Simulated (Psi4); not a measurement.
C4H9NaO (SMILES CC(C)(C)[O][Na]), singlet, geometry from GFN2-xTB (such geometries of metal compounds can be far from the true shape); X3LYP/3-21G (Psi4).

The Psi4 input:
```
memory 2 GB

molecule mol {
0 1
Na    1.414170    1.644525    0.991220
O     0.006385    0.484381    0.826454
C    -0.342108   -0.363581   -0.180341
C     0.752610   -1.423459   -0.426438
C    -1.651286   -1.099211    0.190440
C    -0.576677    0.398836   -1.501876
H     0.464123   -2.116155   -1.212720
H     0.924299   -1.978177    0.492495
H     1.683673   -0.923666   -0.712627
H    -1.498791   -1.651429    1.112999
H    -1.953790   -1.783880   -0.597437
H    -2.435417   -0.366281    0.355935
H     0.346679    0.909268   -1.794818
H    -1.353274    1.144325   -1.350063
H    -0.879683   -0.274339   -2.299518
}

set {
  basis 3-21g
  reference rks
}

energy('x3lyp')
print_variables()
```

What the program printed (banner, timings and long lists left out):

```
   => Loading Basis Set <=

    Name: 3-21G
    Role: ORBITAL
    Keyword: BASIS

         ---------------------------------------------------------
                                   SCF
               by Justin Turney, Rob Parrish, Andy Simmonett
                          and Daniel G. A. Smith
                              RKS Reference
         ---------------------------------------------------------

  ==> Geometry <==

    Molecular point group: c1
    Full point group: C1

    Geometry (in Angstrom), charge = 0, multiplicity = 1:

       Center              X                  Y                   Z               Mass
    ------------   -----------------  -----------------  -----------------  -----------------
         NA           1.351028519151     1.554883977270     0.919015084359    22.989769282000
         O           -0.056756480849     0.394739977270     0.754249084359    15.994914619570
         C           -0.405249480849    -0.453222022730    -0.252545915641    12.000000000000
         C            0.689468519151    -1.513100022730    -0.498642915641    12.000000000000
         C           -1.714427480849    -1.188852022730     0.118235084359    12.000000000000
         C           -0.639818480849     0.309194977270    -1.574080915641    12.000000000000
         H            0.400981519151    -2.205796022730    -1.284924915641     1.007825032230
         H            0.861157519151    -2.067818022730     0.420290084359     1.007825032230
         H            1.620531519151    -1.013307022730    -0.784831915641     1.007825032230
         H           -1.561932480849    -1.741070022730     1.040794084359     1.007825032230
         H           -2.016931480849    -1.873521022730    -0.669641915641     1.007825032230
         H           -2.498558480849    -0.455922022730     0.283730084359     1.007825032230
         H            0.283537519151     0.819626977270    -1.867022915641     1.007825032230
         H           -1.416415480849     1.054683977270    -1.422267915641     1.007825032230
         H           -0.942824480849    -0.363980022730    -2.371722915641     1.007825032230

  Running in c1 symmetry.

  Rotational constants: A =      0.15502  B =      0.06555  C =      0.06540 [cm^-1]
  Rotational constants: A =   4647.47183  B =   1965.01948  C =   1960.52624 [MHz]
  Nuclear repulsion =  269.069933092859117

  Charge       = 0
  Multiplicity = 1
  Electrons    = 52
  Nalpha       = 26
  Nbeta        = 26

  ==> Algorithm <==

  SCF Algorithm Type is DF.
  DIIS enabled.
  MOM disabled.
  Fractional occupation disabled.
  Guess Type is SAD.
  Energy threshold   = 1.00e-06
  Density threshold  = 1.00e-06
  Integral threshold = 1.00e-12

  ==> Primary Basis <==

  Basis Set: 3-21G
    Blend: 3-21G
    Number of shells: 50
    Number of basis functions: 76
    Number of Cartesian functions: 76
    Spherical Harmonics?: false
    Max angular momentum: 1

  ==> DFT Potential <==

   => LibXC <=

    Version 7.1.2
    S. Lehtola, C. Steigemann, M. J. T. Oliveira, and M. A. L. Marques,  SoftwareX 7, 1–5 (2018) (10.1016/j.softx.2017.11.002)

   => Composite Functional: X3LYP <=

    X3LYP Hyb-GGA Exchange-Correlation Functional

    X. Xu and W. A. Goddard,  Proc. Natl. Acad. Sci. U. S. A. 101, 2673 (2004) (10.1073/pnas.0308730100)

    Deriv               =              1
    GGA                 =           TRUE
    Meta                =          FALSE

    Exchange Hybrid     =           TRUE
    MP2 Hybrid          =          FALSE

   => Exchange Functionals <=

    0.0730   Slater exchange
    0.5424         Becke 88
    0.1666   Perdew & Wang 91

   => Exact (HF) Exchange <=

    0.2180               HF

   => Correlation Functionals <=

    0.1290   Vosko, Wilk & Nusair (VWN5_RPA)
    0.8710   Lee, Yang & Parr

   => LibXC Density Thresholds  <==

    XC_HYB_GGA_XC_X3LYP:  1.00E-15

   => Molecular Quadrature <=

    Radial Scheme          =       TREUTLER
    Pruning Scheme         =           NONE
    Nuclear Scheme         =       TREUTLER

    Blocking Scheme        =         OCTREE
    BS radius alpha        =              1
    Pruning alpha          =              1
    Radial Points          =             75
    Spherical Points       =            302
    Total Points           =         317393
    Total Blocks           =           2384
    Max Points             =            256
    Max Functions          =             73
    Weights Tolerance      =       1.00E-15

   => Loading Basis Set <=

    Name: (3-21G AUX)
    Role: JKFIT
    Keyword: DF_BASIS_SCF

  ==> Integral Setup <==

  SCF_SUBTYPE=INCORE selected. In-core MEM_DF algorithm will be used.
  Using in-core AOs.

  ==> MemDFJK: Density-Fitted J/K Matrices <==

    J tasked:                   Yes
    K tasked:                   Yes
    wK tasked:                   No
    Algorithm:                 Core
    Schwarz Cutoff:           1E-12
    Mask sparsity (%):       2.4238
    Fitting Condition:        1E-10

   => Auxiliary Basis Set <=

  Basis Set: (3-21G AUX)
    Blend: DEF2-UNIVERSAL-JKFIT
    Number of shells: 213
    Number of basis functions: 766
    Number of Cartesian functions: 766
    Spherical Harmonics?: false
    Max angular momentum: 4

  Minimum eigenvalue in the overlap matrix is 1.0167851058E-02.
  Reciprocal condition number of the overlap matrix is 1.8839556327E-03.
    Using symmetric orthogonalization.

  ==> Pre-Iterations <==

  SCF Guess: Superposition of Atomic Densities via on-the-fly atomic UHF (no occupation information).

   -------------------------
    Irrep   Nso     Nmo
   -------------------------
     A         76      76
   -------------------------
    Total      76      76
   -------------------------

  ==> Iterations <==

                           Total Energy        Delta E     RMS |[F,P]|

   @DF-RKS iter SAD:  -392.12103767910696   -3.92121e+02   0.00000e+00
   @DF-RKS iter   1:  -392.44842798960372   -3.27390e-01   1.34859e-02 ADIIS/DIIS
   @DF-RKS iter   2:  -387.43907856866980    5.00935e+00   3.23829e-02 ADIIS/DIIS
   @DF-RKS iter   3:  -392.79006591686198   -5.35099e+00   7.51551e-03 ADIIS/DIIS
   @DF-RKS iter   4:  -392.93549174593636   -1.45426e-01   2.13403e-03 ADIIS/DIIS
   @DF-RKS iter   5:  -392.94994145504381   -1.44497e-02   6.02484e-04 ADIIS/DIIS
   @DF-RKS iter   6:  -392.95089557540814   -9.54120e-04   3.39269e-04 ADIIS/DIIS
   @DF-RKS iter   7:  -392.95114489821094   -2.49323e-04   8.35598e-05 DIIS
   @DF-RKS iter   8:  -392.95116301360247   -1.81154e-05   8.83744e-06 DIIS
   @DF-RKS iter   9:  -392.95116326005240   -2.46450e-07   2.49243e-06 DIIS
   @DF-RKS iter  10:  -392.95116327497669   -1.49243e-08   4.32265e-07 DIIS
  Energy and wave function converged.

  ==> Post-Iterations <==

   Electrons on quadrature grid:
      Ntotal   =   51.9998684132 ; deviation = -1.316e-04

    Orbital Energies [Eh]
    ---------------------

    Doubly Occupied:

       1A    -38.252451     2A    -18.936363     3A    -10.144978
       4A    -10.093193     5A    -10.092557     6A    -10.081252
       7A     -2.199243     8A     -1.123929     9A     -1.121621
      10A     -1.120992    11A     -0.907322    12A     -0.729497
      13A     -0.660561    14A     -0.653835    15A     -0.491510
      16A     -0.415127    17A     -0.410660    18A     -0.410479
      19A     -0.367459    20A     -0.361330    21A     -0.334917
      22A     -0.308799    23A     -0.305335    24A     -0.304746
      25A     -0.167614    26A     -0.167475

    Virtual:

      27A     -0.063142    28A      0.004284    29A      0.005876
      30A      0.031659    31A      0.068900    32A      0.099643
      33A      0.103195    34A      0.159182    35A      0.183474
      36A      0.205600    37A      0.209577    38A      0.216336
      39A      0.231462    40A      0.247846    41A      0.251583
      42A      0.261596    43A      0.276840    44A      0.303821
      45A      0.321165    46A      0.330300    47A      0.402034
      48A      0.700985    49A      0.704280    50A      0.753663
      51A      0.808982    52A      0.812157    53A      0.829597
      54A      0.907390    55A      0.911761    56A      0.925611
      57A      0.987782    58A      0.989788    59A      1.057147
      60A      1.096732    61A      1.132511    62A      1.137388
      63A      1.143864    64A      1.176327    65A      1.178364
      66A      1.181327    67A      1.211331    68A      1.221417
      69A      1.616100    70A      1.718003    71A      1.718202
      72A      1.855388    73A      2.039337    74A      2.047085
      75A      2.365980    76A      3.220818

    Final Occupation by Irrep:
              A
    DOCC [    26 ]
    NA   [    26 ]
    NB   [    26 ]

  @DF-RKS Final Energy:  -392.95116327497669

   => Energetics <=

    Nuclear Repulsion Energy =            269.0699330928591166
    One-Electron Energy =               -1076.5624393813327515
    Two-Electron Energy =                 452.4629468011673339
    DFT Exchange-Correlation Energy =     -37.9216037876704277
    Empirical Dispersion Energy =           0.0000000000000000
    VV10 Nonlocal Energy =                  0.0000000000000000
    Total Energy =                       -392.9511632749766932

Computation Completed

Properties will be evaluated at   0.000000,   0.000000,   0.000000 [a0]

Properties computed using the SCF density matrix

 Multipole Moments:

 ------------------------------------------------------------------------------------
     Multipole            Electronic (a.u.)      Nuclear  (a.u.)        Total (a.u.)
 ------------------------------------------------------------------------------------

 L = 1.  Multiply by 2.5417464519 to convert [e a0] to [Debye]
 Dipole X            :          7.8624005           -6.2046398            1.6577607
 Dipole Y            :         10.2827563           -8.8086450            1.4741113
 Dipole Z            :          7.4715519           -7.0952557            0.3762962
 Magnitude           :                                                    2.2500608

 ------------------------------------------------------------------------------------

  Variable Map:
  ----------------------------------------------------------------------------
  "CURRENT ENERGY"              =>    -392.951163274977
  "CURRENT REFERENCE ENERGY"    =>    -392.951163274977
  "DD SOLVATION ENERGY"         =>       0.000000000000
  "DFT FUNCTIONAL TOTAL ENERGY" =>    -392.951163274977
  "DFT TOTAL ENERGY"            =>    -392.951163274977
  "DFT VV10 ENERGY"             =>       0.000000000000
  "DFT XC ENERGY"               =>     -37.921603787670
  "GRID ELECTRONS ALPHA"        =>      25.999934206606
  "GRID ELECTRONS BETA"         =>      25.999934206606
  "GRID ELECTRONS TOTAL"        =>      51.999868413213
  "NUCLEAR REPULSION ENERGY"    =>     269.069933092859
  "ONE-ELECTRON ENERGY"         =>   -1076.562439381333
  "PCM POLARIZATION ENERGY"     =>       0.000000000000
  "PE ENERGY"                   =>       0.000000000000
  "SCF ITERATION ENERGY"        =>    -392.951163274977
  "SCF ITERATIONS"              =>      10.000000000000
  "SCF TOTAL ENERGY"            =>    -392.951163274977
  "TWO-ELECTRON ENERGY"         =>     452.462946801167
  "XC GRID RADIAL POINTS"       =>      75.000000000000
  "XC GRID SPHERICAL POINTS"    =>     302.000000000000
  "XC GRID TOTAL POINTS"        =>  317393.000000000000

  Array Variable Map:
  ----------------------------------------------------------------------------
  "CURRENT DIPOLE"              =>       1.657760677457 ... 0.376296229679 1 by 3
  "SCF DIPOLE"                  =>       1.657760677457 ... 0.376296229679 1 by 3
  "SCF TOTAL ENERGIES"          =>    -392.121037679107 ... -392.951163274977 1 by 11
```
